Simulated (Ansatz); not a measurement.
The first iterations of a band of CH₄AlFS (8 atoms, charge 0, multiplicity 1).

Method: RKS PBE-D4/cc-pVDZ (Ansatz).

```
movable images  : 7
climbing image  : yes
spring          : 5.0 eV/Å²
optimiser       : fire
start path      : through a guess of the saddle point
force threshold : 0.05 eV/Å
iteration limit : 60
end points      : relaxed
largest step    : 0.02 Å
```

First end point:

```xyz
8
Properties=species:S:1:pos:R:3
C -0.151 1.375 -0.184
Al 0.323 -0.498 0.102
F 1.938 -0.952 0.435
S -1.135 -2.159 0.024
H -1.240 1.493 -0.359
H 0.132 1.989 0.696
H 0.391 1.784 -1.062
H -0.167 -3.088 0.294
```

Last end point:

```xyz
8
Properties=species:S:1:pos:R:3
C -0.134 1.371 -0.220
Al 0.246 -0.485 0.253
F 1.423 -0.868 1.433
S -0.775 -2.215 -0.670
H -0.422 1.954 0.680
H 0.767 1.854 -0.652
H -0.956 1.439 -0.960
H -0.056 -3.106 0.079
```

| iteration | highest image above the first end (eV) | largest band force component (eV/Å) |
| --- | --- | --- |
| 1 | 6.369 | 32.009 |
| 2 | 4.914 | 25.849 |
| 3 | 3.745 | 20.769 |
| 4 | 2.812 | 16.567 |
| 5 | 2.075 | 13.092 |
| 6 | 1.501 | 10.222 |
| 7 | 1.061 | 7.866 |
| 8 | 0.735 | 5.934 |
| 9 | 0.501 | 4.324 |
| 10 | 0.374 | 2.894 |
| 11 | 0.295 | 1.694 |
| 12 | 0.255 | 0.735 |
| 13 | 0.247 | 0.533 |
| 14 | 0.245 | 0.462 |

Q: Does the band converge within its limit, and where does its top end?

A: The run converged. It ended after 43 iterations with the highest image 0.234 eV above the first end. The order of the stationary point at the top wasn't checked. Another band between the same ends, with other settings, climbed to 0.01 eV only, so this may not be the lowest route.

Time of the run: 12 min on 1 thread of Arm Neoverse V1, on a shared host, peak memory 0.12 GiB.
